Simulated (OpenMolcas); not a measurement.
## Tl⁺: effect of correlating more closed shells

- Program: OpenMolcas
- Basis: ANO-R1 [7s6p4d2f]
- Scalar Hamiltonian: X2C, finite nucleus
- Active space: 2 electrons in 4 orbitals (6s 6p)
- State averaging: 2S+1 = 3 even, 3 roots; 2S+1 = 1 even, 7 roots; 2S+1 = 3 odd, 3 roots; 2S+1 = 1 odd, 3 roots
- Spin-orbit coupling: RASSI with atomic mean-field integrals over the reference wave functions, term energies averaged over their components

Methods on the same reference wave functions:
A. CASSCF
B. MS-CASPT2, IPEA 0.25 Eh, imaginary shift 0.1 Eh (closed shells correlated: none)
C. MS-CASPT2, IPEA 0.25 Eh, imaginary shift 0.1 Eh (closed shells correlated: 5d)

Energies in cm⁻¹ above 6s² ¹S₀, the measured ground level; measured values from NIST Handbook of Basic Atomic Spectroscopic Data.

| Level | A | B | C | Measured |
| --- | --- | --- | --- | --- |
| 6s² ¹S₀ | 0.0 | 0.0 | 0.0 | 0.0 |
| 6s 6p ³P°₀ | 44377 | 45440 | 51920 | 49451 |
| 6s 6p ³P°₁ | 47421 | 48460 | 54820 | 52394 |
| 6s 6p ³P°₂ | 54988 | 56050 | 62530 | 61728 |
| 6s 6p ¹P°₁ | 75460 | 75300 | 76950 | 75663 |
| 6p² ³P₀ | 115710 | 116560 | 123580 |  |
| 6p² ³P₁ | 122003 | 123050 | 130230 |  |
| 6p² ³P₂ [60 %] | 125471 | 126000 | 133230 |  |
| 6p² ¹D₂ [60 %] | 135575 | 135710 | 142960 |  |
| 6p² ¹S₀ | 148789 | 147940 | 154130 |  |

Deviations, from unrounded energies. A percentage is the sum of absolute deviations over the sum of measured energies, with the sign that they share, or ± where signs differ.

| Against measurement | Levels | A | B | C |
| --- | --- | --- | --- | --- |
| mean absolute deviation (cm-1) | 4 | 4200 | 3500 | 1700 |
| other configurations (%) | 4 | -7.1 | -5.8 | +2.9 |

C lies closest to measurement on these levels and A furthest from it. The largest miss of C in the table is 6s 6p ³P°₀, by +2500 cm-1. The ranking rests on the paired levels alone, and a cruder setting can come out closer through cancelling errors.

Between B and C the level of the table that moves most is 6p² ¹D₂ [60 %], by 7300 cm-1 (lowest in B, highest in C). Moves below CASPT2's spread within the term are not significant.

The lowest spin-free term lies below A's lowest term by 0.006 hartree in B, 0.326 hartree in C.

What an inner shell adds also hangs on whether the basis holds functions to correlate it.

CASPT2 breaks the degeneracy within a term, and the mean is taken; among the terms shown or strongly mixed into the levels shown the widest spread is 12 cm-1 (6p² ¹D, C). The ¹D term of p² mixes with s d, which this space lacks. Spin-orbit splittings of 6p shells tend to come out small when the coupling is added on scalar orbitals. Measured partners are found by configuration, term and J. A level has none where our copy of the source lacks it or the pairing is in doubt (some pairs that miss far off the trend of their configuration count as doubtful), and it then counts in no deviation. Levels of configurations outside the active space are missing.

A share in square brackets marks a mixed level and gives the weight of the term that names it, the lowest over the columns. ° marks odd parity.
